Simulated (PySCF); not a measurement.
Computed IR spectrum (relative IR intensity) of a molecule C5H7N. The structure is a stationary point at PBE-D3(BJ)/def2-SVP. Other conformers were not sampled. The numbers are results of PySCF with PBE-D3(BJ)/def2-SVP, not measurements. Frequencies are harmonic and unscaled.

ν (cm⁻¹): 293 (w), 509 (m), 633 (w), 679 (vw), 776 (m), 869 (vs), 907 (m), 918 (w), 941 (w), 971 (s), 1005 (w), 1139 (vw), 1208 (w), 1223 (vw), 1270 (w), 1289 (m), 1378 (w), 1382 (w), 1405 (m), 1622 (s), 1672 (m), 2972 (s), 2996 (m), 3010 (m), 3044 (m), 3075 (s), 3174 (w) (against the strongest line: vs over 80 %, s over 45 %, m over 15 %, w over 4 %, vw less)

Q: Which molecule gave these data?
(A) C=C1C=NCC1
(B) C=CCCC#N
(C) CC(C)=CC#N
(D) C#C/C=N/CC

A: A, C=C1C=NCC1
